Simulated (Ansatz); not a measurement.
A nudged elastic band was laid between two geometries of CH6AlBrGe (10 atoms, charge 0, multiplicity 1).

Theory: RKS PBE0-D4/def2-SVP (Ansatz).

```yaml
movable_images: 5
climbing_image: yes
spring: 5.0 eV/Å²
optimiser: quadratic models (default)
start_path: through a guess of the saddle point
force_threshold: 0.05 eV/Å
iteration_limit: 60
end_points: relaxed
```

First end point:

```xyz
10
Properties=species:S:1:pos:R:3
C -1.004 1.357 -0.075
Ge -0.254 -0.391 -0.537
Al 1.843 -1.071 0.615
Br -1.878 -1.965 0.098
H -1.169 1.430 1.008
H -0.315 2.155 -0.390
H -1.966 1.490 -0.590
H -0.195 -0.502 -2.080
H 1.857 -2.346 1.560
H 3.165 -0.209 0.394
```

Last end point:

```xyz
10
Properties=species:S:1:pos:R:3
C -0.972 1.510 -0.284
Ge 0.031 -0.103 -0.744
Al 1.588 -1.333 0.715
Br -0.894 -1.826 0.902
H -0.757 1.813 0.749
H -0.658 2.321 -0.962
H -2.052 1.351 -0.407
H -0.568 -0.654 -2.064
H 2.323 -2.585 0.083
H 2.043 -0.547 2.015
```

Task: What changes between the two ends?

Result: Bonds formed: Al3–Br4. The dihedral H8–Ge2–Al3–H9 goes from -115 to 17°.

Task: What energy profile does the band end with?

Result: It converged. The highest image is number 0 of 0 to 6, 0.000 eV above the first end and 0.354 eV above the last; the last end lies 0.354 eV below the first. The highest image is an end point: on this band no image between the ends rises above it.

| image | path coordinate (Å) | energy (eV) | Al3–Br4 (Å) | dihedral H8–Ge2–Al3–H9 (°) |
| --- | --- | --- | --- | --- |
| 0 | 0.00 | 0.000 | 3.86 | -115 |
| 1 | 0.40 | -0.002 | 3.85 | -102 |
| 2 | 1.09 | -0.013 | 3.77 | -78 |
| 3 | 1.77 | -0.037 | 3.65 | -55 |
| 4 | 2.46 | -0.102 | 3.22 | -31 |
| 5 | 3.14 | -0.316 | 2.62 | 6 |
| 6 | 3.81 | -0.354 | 2.54 | 17 |

The band took 8 iterations and about 5 core-minutes.

Time of the run: 2.8 min on 2 threads of Arm Neoverse V2, with other jobs on the host, peak memory 0.35 GiB.
